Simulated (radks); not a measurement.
Results of a calculation; reference values are marked as such.
The nuclear charge of the tungsten ion W2+ is varied continuously with 72 electrons held in [Xe] 4f14 5d4. Code: a radial shooting solver on a logarithmic mesh with Libxc functionals. Model: scalar-relativistic Kohn-Sham, PBE, spin-polarised, spherical densities, finite nucleus; open shells are filled with parallel spins first (spin-orbit coupling, left out, can overturn this in heavy ions); Fermi nuclear charge, rms radius 5.3658 fm. By the Hellmann-Feynman theorem dE/dZ = E(electron-nucleus)/Z, the electronic potential at the nucleus (averaged over a nucleus of fixed radius). The scalar-relativistic energy here is not variational (the density holds large components alone), so the two differ by a part that grows with Z.

Z,E (hartree),E(electron-nucleus)/Z (hartree),HOMO,e(HOMO) (eV),<r> HOMO (bohr)
73,-15602.0019,-527.605,5d,-9.890,2.169
73.25,-15735.2481,-530.354,5d,-12.408,2.075
73.5,-15869.1947,-533.105,5d,-15.101,1.995
73.75,-16003.8421,-535.856,5d,-17.955,1.925
74,-16139.1909,-538.610,5d,-20.959,1.863
74.25,-16275.2418,-541.367,5d,-24.104,1.808
74.5,-16411.9958,-544.126,5d,-27.382,1.758
74.75,-16549.4535,-546.888,5d,-30.788,1.712
75,-16687.6162,-549.654,5d,-34.314,1.670

The central difference of E at Z = 74 is -542.800 hartree, to compare with the third column; the second derivative is -11.2 hartree.
